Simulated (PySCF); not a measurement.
## Correlation energy of Ir⁻ (iridium, charge -1)

[Xe] 4f14 5d8 6s2, high-spin 3F determinant. Computed with PySCF 2.14 in def2-QZVPPD with the def2 core potential (60 electrons), with a scalar-relativistic core potential. Frozen: nothing; 18 electrons correlated.

```json
{"level": "CCSD", "correlation energy (mhartree)": "-572.76"}
{"level": "(T)", "correlation energy (mhartree)": "-27.54"}
{"level": "CCSD(T)", "correlation energy (mhartree)": "-600.30"}
```

Diagnostics: T1 = 0.029, D1 = 0.1397, largest double amplitude 0.049.

Spin-orbit coupling, absent here, splits the open shell strongly.

Cost of the coupled-cluster step: roughly 3 core-minutes, for 18 correlated electrons.

The basis has no tight functions for the innermost shells, so their pair energies are far from complete.

This basis was not built for core-valence correlation, so the inner-shell part is incomplete.
